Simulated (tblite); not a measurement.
Compound: C4H5FOSi (charge -1 and doublet state).
Bonds: O1–C2, C2–C3, C3–C4 (double), C4–Si5, Si5–F6, C4–C7, C2–C7. Hydrogens: H8 on C3; H9, H10 on Si5; H11, H12 on C7.
Bond orders are those of one Lewis drawing.

Computed with GFN2-xTB (tblite), gas phase: L-BFGS steps from a force-field or distance-geometry start until the largest atomic force falls under 0.01 eV/Å.

The end geometry, which sets the zero of energy:
```
atom  x, y, z in Å
O1     -2.9517   -0.7670    0.9929
C2     -1.8215   -0.5057    0.5445
C3     -0.9089   -1.0511   -0.3736
C4      0.0531   -0.0332   -0.1906
Si5     1.7879    0.2700   -0.6110
F6      2.1779   -0.3223   -2.0927
C7     -0.8326    0.6460    0.8518
H8     -0.9293   -1.9185   -1.0167
H9      2.1242    1.7030   -0.7411
H10     2.9256   -0.3326    0.1420
H11    -1.1839    1.6499    0.5954
H12    -0.4395    0.6609    1.8731
```

Task: These geometries come from the run, each turned onto the end geometry. Order them by energy, lowest first.
A.
```
atom  x, y, z in Å
O1     -2.7256   -0.9549    1.2940
C2     -1.7364   -0.5529    0.6574
C3     -0.8280   -1.0725   -0.2777
C4      0.0067    0.0698   -0.2701
Si5     1.7875    0.2066   -0.5793
F6      2.1536    0.2799   -2.1915
C7     -0.9545    0.7864    0.6792
H8     -0.7661   -1.9933   -0.8429
H9      2.4263    1.4299   -0.0760
H10     2.6849   -0.9333   -0.2742
H11    -1.5012    1.6180    0.2164
H12    -0.5460    1.1156    1.6388
```
B.
```
atom  x, y, z in Å
O1     -2.8873   -0.7967    1.1369
C2     -1.7974   -0.5189    0.6015
C3     -0.8496   -1.1425   -0.2271
C4      0.0442   -0.0506   -0.2189
Si5     1.7873    0.2324   -0.6144
F6      2.1839    0.3444   -2.2212
C7     -0.8990    0.7354    0.6857
H8     -0.8110   -2.1070   -0.7098
H9      2.3076    1.5289   -0.1502
H10     2.7517   -0.8346   -0.2512
H11    -1.3151    1.6516    0.2596
H12    -0.5139    0.9570    1.6832
```
C.
```
atom  x, y, z in Å
O1     -2.5859   -1.0051    1.4096
C2     -1.7314   -0.5471    0.6277
C3     -0.8390   -1.0435   -0.3645
C4      0.0192    0.0823   -0.2978
Si5     1.7999    0.2132   -0.5569
F6      2.0287    0.2675   -2.1879
C7     -0.9605    0.7830    0.6423
H8     -0.7019   -2.0315   -0.8586
H9      2.3918    1.4241   -0.0302
H10     2.6227   -0.9539   -0.2433
H11    -1.3258    1.7145    0.1526
H12    -0.7164    1.0960    1.6811
```
D.
```
atom  x, y, z in Å
O1     -2.9560   -0.7581    0.9930
C2     -1.8136   -0.5096    0.5681
C3     -0.8345   -1.1347   -0.2219
C4      0.0753   -0.0592   -0.1455
Si5     1.7992    0.2361   -0.6132
F6      2.0922    0.1941   -2.2432
C7     -0.8876    0.7194    0.7497
H8     -0.7801   -2.0898   -0.7239
H9      2.2675    1.5868   -0.2646
H10     2.8551   -0.7342   -0.2328
H11    -1.2676    1.6563    0.3330
H12    -0.5485    0.8923    1.7755
```
E.
```
atom  x, y, z in Å
O1     -2.4428   -1.0085    1.4539
C2     -1.7117   -0.5294    0.5799
C3     -0.8421   -1.0304   -0.4180
C4      0.0393    0.0521   -0.1958
Si5     1.7712    0.2098   -0.5639
F6      1.9518    0.2696   -2.2172
C7     -0.9729    0.8253    0.6023
H8     -0.6862   -2.0222   -0.8292
H9      2.3603    1.4259   -0.0023
H10     2.5930   -0.9669   -0.1940
H11    -1.2745    1.7725    0.0880
H12    -0.7841    1.0016    1.6703
```

Result: D (0.018 eV), B (0.033 eV), A (0.088 eV), C (0.350 eV), E (0.628 eV).

In the order of the answer:

```
step  E above end (eV)  largest force (eV/Å)  rms force component (eV/Å)  rms distance from end (Å)  rms bond change (Å)  bond most changed (Å)
  69             0.018                  0.04                       0.014                      0.318                0.005          Si5–F6 +0.014
  29             0.033                  0.14                       0.049                      0.389                0.006          Si5–F6 +0.016
  14             0.088                  0.13                       0.054                      0.453                0.005          Si5–F6 +0.012
   7             0.350                  1.07                       0.399                      0.480                0.019           C3–H8 +0.033
   5             0.628                  1.04                       0.372                      0.505                0.017          C4–Si5 -0.033
```

The cost below is that of the whole relaxation. Hardware: one thread of an Arm Neoverse N1, on a shared host. Cost: 0.79 s wall.
